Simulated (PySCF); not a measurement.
# Adding and removing an electron: LiI

PBE0; Li aug-cc-pVDZ, I aug-cc-pVDZ-PP with ECP28; scalar-relativistic core potentials (PySCF 2.14). Neutral (UKS): singlet (closed shell), Re = 2.417 Å, ωe = 487 cm⁻¹, De = 3.69 eV, HOMO -6.34 eV, LUMO -1.58 eV.

LiI⁻ (UKS): doublet (σ ↑), Re = 2.576 Å, ωe = 352 cm⁻¹, De = 1.25 eV to Li + I⁻. The energies at the minima are -303.29124 hartree for LiI and -303.32278 for LiI⁻.

Q: Work out the adiabatic electron affinity, without and with harmonic zero-point energies (1 hartree = 27.2114 eV, 1 eV = 8065.5 cm⁻¹), and the change of the bond length.

A: At PBE0: 0.03154 hartree = 0.858 eV between the minima; the zero-point term (487.0 − 352.0)/2 cm⁻¹ = +0.008 eV makes it 0.867 eV. Re changes by +15.9 pm against the neutral. The electron enters a σ orbital; in so polar a molecule the change of length follows mostly from the change of the ionic charges.

Spin–orbit coupling is left out, which matters for elements this heavy, above all for dissociation energies. For an ion De counts to the pair picked by the measured ionisation energies or electron affinities, which need not be the lowest pair at this level. The highest Kohn–Sham level is positive in this anion. Much of that is self-interaction error, but it also means that the finite basis helps to hold the extra electron. States were picked by a PBE0 search and need not be the measured ground states.
